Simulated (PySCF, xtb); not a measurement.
CH3NO2Si, SMILES N([SiH2]O)=C=O.

The structure is a stationary point at PBE0-D3(BJ)/def2-SVP. Other conformers were not sampled.

These are C-PCM-PBE0/def2-SVP in PySCF 2.14.0 values and carry that method's errors.

The values are the electrostatic part of the solvation free energy, E(continuum) − E(gas) at the gas-phase geometry, in a cavity of scaled van der Waals radii (PySCF's table); cavitation and dispersion terms are not included. In vacuum the orbital gap is 8.76 eV. The dipole moment in vacuum is 2.02 D.

```tsv
solvent	ε	ΔG(elec) (kcal/mol)	dipole (D)	gap (eV)
water	78.36	-5.1	2.49	8.88
acetone	20.49	-4.9	2.47	8.88
chlorobenzene	5.70	-4.2	2.39	8.86
```

For comparison, GFN2-xTB/ALPB(water) (xtb, at the GFN2-xTB geometry, all terms of that model) gives -4.3 kcal/mol.
